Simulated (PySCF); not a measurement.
Compound: C5H14SSi.
Bonds: C1–C2, C2–C3, C2–C4, C4–C5, C5–S6, S6–Si7. Hydrogens: H8, H9, H10 on C1; H11 on C2; H12, H13, H14 on C3; H15, H16 on C4; H17, H18 on C5; H19, H20, H21 on Si7.

All values: PBE0/pcSseg-1 and B3LYP/def2-SVPD (PySCF, non-relativistic), on one gas-phase PBE0-D3(BJ)/def2-SVP geometry that isn't relaxed in the solvent. The solvent is an IEF-PCM continuum (cavity from Bondi-type radii × 1.2). The model holds no explicit solvent molecules, cavitation or dispersion.

Gas phase at PBE0/pcSseg-1: HOMO -6.91 eV, LUMO 0.28 eV, dipole 1.90 D.

Q: What does the continuum do to the energy, the frontier levels and the dipole at PBE0/pcSseg-1 in tetrahydrofuran and dichloromethane?

A: 
```tsv
solvent	ε	E(solvent) − E(gas) (kcal/mol)	polarisation term (kcal/mol)	distortion of the solute (kcal/mol)	HOMO (eV)	LUMO (eV)	dipole (D)
tetrahydrofuran	7.426	-2.22	-2.51	0.29	-6.99	0.35	2.38
dichloromethane	8.93	-2.31	-2.63	0.32	-7.00	0.35	2.40
```

Polarisation term: ½ Σ q·V over the induced surface charges. Distortion: the rise of the solute's own energy as its density leaves the gas-phase optimum. From tetrahydrofuran to dichloromethane the lowering changes by a factor 1.04, Onsager's factor (ε − 1)/(2ε + 1) by 1.04 and ε itself by 1.2.

Q: Which radius a makes the point-dipole formula ΔE = −[(ε − 1)/(2ε + 1)]·μ²/a³ give the value in dichloromethane, with the gas-phase dipole?

A: μ = 0.749 au and |ΔE| = 0.00368 Eh give a = 2.12 Å; the farthest nucleus lies 4.99 Å from the centroid of the nuclei, so such a sphere wouldn't even hold the nuclei. The formula assumes a rigid point dipole at the centre of a sphere.

Q: Which Mulliken charges (PBE0/pcSseg-1) respond most in dichloromethane (means over atoms taken as equivalent)?

A: 
```json
{"atoms": "S6", "environment": "sulfur bonded to C and Si", "gas (e)": "-0.245", "solvent (e)": "-0.303", "change": "-0.058"}
{"atoms": "C1/C3", "environment": "methyl carbon", "gas (e)": "-0.226", "solvent (e)": "-0.238", "change": "-0.012"}
{"atoms": "H17/H18", "environment": "methylene hydrogen", "gas (e)": "+0.164", "solvent (e)": "+0.175", "change": "+0.011"}
{"atoms": "Si7", "environment": "SiH3 silicon", "gas (e)": "+0.418", "solvent (e)": "+0.428", "change": "+0.010"}
{"atoms": "C5", "environment": "sp3 carbon bound to sulfur", "gas (e)": "-0.347", "solvent (e)": "-0.339", "change": "+0.008"}
{"atoms": "C2", "environment": "sp3 CH carbon", "gas (e)": "-0.381", "solvent (e)": "-0.376", "change": "+0.005"}
{"atoms": "C4", "environment": "chain CH2 carbon", "gas (e)": "-0.193", "solvent (e)": "-0.199", "change": "-0.006"}
{"atoms": "H11", "environment": "methine hydrogen", "gas (e)": "+0.118", "solvent (e)": "+0.123", "change": "+0.005"}
{"atoms": "H8 (×6)", "environment": "methyl hydrogen", "gas (e)": "+0.115", "solvent (e)": "+0.118", "change": "+0.003"}
{"atoms": "H19/H20/H21", "environment": "Si–H hydrogen", "gas (e)": "-0.068", "solvent (e)": "-0.064", "change": "+0.004"}
{"atoms": "H15/H16", "environment": "methylene hydrogen", "gas (e)": "+0.135", "solvent (e)": "+0.138", "change": "+0.003"}
```

Q: Which Mayer bond orders change most in dichloromethane?

A: 
```json
{"bond": "C5–S6", "length (Å)": "1.832", "gas": "1.014", "solvent": "0.994", "change": "-0.020"}
{"bond": "S6–Si7", "length (Å)": "2.140", "gas": "0.977", "solvent": "0.959", "change": "-0.018"}
{"bond": "Si7–H19", "length (Å)": "1.495", "gas": "0.905", "solvent": "0.911", "change": "+0.006"}
{"bond": "Si7–H20", "length (Å)": "1.497", "gas": "0.917", "solvent": "0.922", "change": "+0.005"}
{"bond": "C2–C4", "length (Å)": "1.532", "gas": "0.995", "solvent": "0.999", "change": "+0.004"}
{"bond": "C5–H18", "length (Å)": "1.100", "gas": "0.934", "solvent": "0.930", "change": "-0.004"}
{"bond": "C4–C5", "length (Å)": "1.519", "gas": "0.993", "solvent": "0.995", "change": "+0.002"}
{"bond": "C4–H15", "length (Å)": "1.104", "gas": "0.941", "solvent": "0.939", "change": "-0.002"}
```

Q: How do the nuclear quadrupole coupling constants eQVzz/h respond in dichloromethane?

A: 
| nucleus | Q (barn) | gas (MHz) | solvent (MHz) | η gas | η solvent |
| --- | --- | --- | --- | --- | --- |
| 33S at S6 | -0.06781 | 36.74 | 35.25 | 0.79 | 0.80 |

Gas phase at B3LYP/def2-SVPD: HOMO -6.65 eV, LUMO -0.13 eV, dipole 1.83 D.

Q: What does the continuum do to the energy, the frontier levels and the dipole at B3LYP/def2-SVPD in dichloromethane?

A: 
```
        solvent     ε  E(solvent) − E(gas) (kcal/mol)  polarisation term (kcal/mol)  distortion of the solute (kcal/mol)  HOMO (eV)  LUMO (eV)  dipole (D)
dichloromethane  8.93                           -2.21                         -2.57                                 0.36      -6.72      -0.07        2.38
```

Q: How does the static polarisability (B3LYP/def2-SVPD, frozen core, with the continuum's full static response) change?

A: 
| medium | isotropic (au) | principal values (au) | ⟨r²⟩ of the electrons (bohr²) |
| --- | --- | --- | --- |
| gas | 113.7 | 95.1, 109.9, 135.9 | 1846.0 |
| dichloromethane | 149.5 | 132.7, 148.0, 167.9 | 1846.7 |

The isotropic value in dichloromethane is 1.32 times the gas-phase one; no cavity-field correction is applied. ⟨r²⟩ is taken about the centre of nuclear charge.

The run took 72 s wall on an Arm Neoverse N1 with one thread (shared host), and the process peaked at 1.1 GiB of memory. This is the whole shielding run at PBE0/pcSseg-1 in dichloromethane, SCF included.

The values belong to the conformer `[CH3:1][CH:2]([CH3:3])[CH2:4][CH2:5][S:6][SiH3:7]`: C1–C2–C4–C5 64°, C2–C4–C5–S6 -178°, C4–C5–S6–Si7 -68°.
